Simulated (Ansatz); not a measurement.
Calculated with Ansatz (gas phase, PBE0-D4/def2-TZVP geometries, no zero-point term in ΔE). CBS: MP2 limit from def2 TZ/QZ plus the TZ coupled-cluster correction, frozen cores. This one scheme is used for every species. Each species was taken in one conformer, which may not be the lowest.

`[CH3][Al]([NH2])[CH]=O` + H₂S → `[CH3][Al]([NH2])[SH]` + `C=O`  (ligand exchange at the Al–C bond)

```json
{"level": "CCSD/def2-TZVPP", "ΔE (eV)": "-1.36"}
{"level": "MP2/CBS(def2)", "ΔE (eV)": "-1.44"}
```

(1) What does CCSD(T)/CBS give? (Estimate.)

Largest T1 diagnostic among the species: 0.015.

Results:

(1) Computed: -1.36 eV. The listed levels differ from it by 0.00, -0.08 eV.

From PBE to PBE0 (25 % exact exchange), in def2-TZVPP and without D4, ΔE moves by −0.08 eV.
